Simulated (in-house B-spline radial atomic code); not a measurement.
**RPA and G0W0 on B3LYP (VWN-RPA): K4+**

Configuration [Ne] 3s2 3p3, highest spin, mean-field start B3LYP (VWN-RPA). Computed with an all-electron radial atomic-structure program (B-spline basis): all electrons, non-relativistic, point nucleus, each spin shell either full or empty, empty states to l = 9 with an (l + 1/2)⁻⁴ tail; G0W0 by contour deformation at full frequency.

Command:
```bash
python run_gw.py task.json out
```
Settings (radii: box in bohr, nucleus in fm):
```
Z                        19
electrons                15
configuration            [Ne] 3s2 3p3
hamiltonian              nr
method                   b3lyp
lmax                     9
spin_polarised           True
box_radius               11.96
intervals                48
```

Time taken, with all properties: 1.4 s on 1 thread of Arm Neoverse V1, on a shared host.

Energies (hartree):

```json
{"term": "mean-field total", "value": "-594.68931"}
{"term": "Hartree-Fock functional on these orbitals", "value": "-594.07534"}
{"term": "direct second order", "value": "-1.0308"}
{"term": "second-order exchange", "value": "0.37545"}
{"term": "SOSEX correction", "value": "0.34169"}
```

Q: What is the RPA correlation energy, and what remains with SOSEX?

A: RPA gives -0.9098 hartree (-1.65 eV per electron); RPA + SOSEX gives -0.56811, and the second-order doubles -0.65539 hartree (no singles). RPA lacks exchange-type terms and so overcorrelates at short range.

Quasi-particle levels (eV):

```tsv
level	occupied	mean field	Σx - vxc	Σc	QP weight	G0W0
3p up	yes	-75.13	-6.69	?	?	?
3s down	yes	-87.64	-3.80	-2.70	0.951	-94.13
2p down	yes	-349.65	-24.80	7.56	0.886	-366.88
3p down	no	-66.99	8.82	-3.21	0.947	-61.37
```

G0W0 = mean field + (Σx - vxc) + Σc, with Σc (partial-wave tail included) taken at the quasi-particle energy. Only the outer levels were computed. Levels of low weight are left out.

Q: Where does G0W0 put 3p up?

A: At -82.00 eV, with Σc = -0.18 eV and a quasi-particle weight of 0.947. The tabulated removal energy is 82.66 ± 0.16 eV (NIST, semi-empirical); the calculation leaves out relativity, Breit and QED terms, and what these don't explain is the method's own error.
